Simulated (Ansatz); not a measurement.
System: PH4 (charge 0, doublet). 
Geometry from a B3LYP-D3(BJ)/def2-TZVP (Ansatz, an electronic-structure program) optimisation:
```xyz
5

P      0.0325    -0.0567     0.0507
H      0.0039    -0.0096    -1.3558
H      1.3973     0.6153     0.1230
H     -0.6512     1.1379     0.3459
H     -1.2377    -0.8936     0.1261
```
Charge 0, spin multiplicity 2.

Basis-set convergence of Hartree-Fock and CCSD(T) correlation energies (hartree) with Ansatz. Valence correlation only, unless marked. Open shells are spin-unrestricted. No spin-orbit coupling. Non-relativistic.

| basis | functions | E(HF) | E(corr, CCSD(T)) |
|---|---|---|---|
| aug-cc-pV(D+d)Z | 68 | -342.97292 | -0.18996 |
| aug-cc-pV(T+d)Z | 147 | [?] | [?] |

Fill in the missing entries.


- aug-cc-pV(T+d)Z, E(HF): -342.98809
- aug-cc-pV(T+d)Z, E(corr, CCSD(T)): -0.22369
